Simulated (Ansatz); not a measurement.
Ideal-gas functions of F3HSeZr, SMILES `[F][Zr]([F])([F])[SeH]` at 400 K and 1 bar, from an Ansatz frequency run at PBE0-D4/def2-TZVP.

Molar mass 228.19 g/mol, point group Cs (symmetry number 1), electronic degeneracy 1, moments of inertia 184.309, 512.197, 520.193 u Å². Harmonic wavenumbers (cm⁻¹, unscaled): 54, 104, 119, 149, 170, 178, 284, 442, 675, 682, 692, 2412.

Use S(trans) = R[1.5 ln M + 2.5 ln T − 1.1517]; rotational temperatures θ = 24.2544 K / I; S(rot) = R[ln(√π/σ · √(T³/θAθBθC)) + 1.5]; for each mode x = 1.438777 ν̃/T, S = R[x/(eˣ − 1) − ln(1 − e⁻ˣ)] and H = RT x/(eˣ − 1); 1 cm⁻¹ = 0.0119627 kJ/mol; R = 8.31446 J/(mol·K).

Q: By hand: the entropy, in J/(mol·K).

A: Translation 182.7. Rotation: θ = 0.1316, 0.0474, 0.0466 K, giving 125.8. Vibration, mode by mode: 21.95, 16.54, 15.43, 13.60, 12.53, 12.16, 8.49, 5.28, 2.72, 2.67, 2.59, 0.01, in all 114.0. Electronic 0.0. Sum 422.5 J/(mol·K).

Q: By hand: H − E and G − E in kJ/mol, counted from the electronic energy.

A: Zero-point energy ½ × 5961 × 0.0119627 = 35.7; thermal vibration 21.3; translation, rotation and pV give 4 RT = 13.3. H − E = 70.3 kJ/mol, and G − E = 70.3 − 400 × 422.5/1000 = -98.7 kJ/mol.

Vibration gives 27 % of the entropy, 67.5 J/(mol·K) of it from the modes under 150 cm⁻¹: soft modes count most, and the harmonic formula is weakest for them. The sum counts one conformer and one mirror image; others add a mixing term.
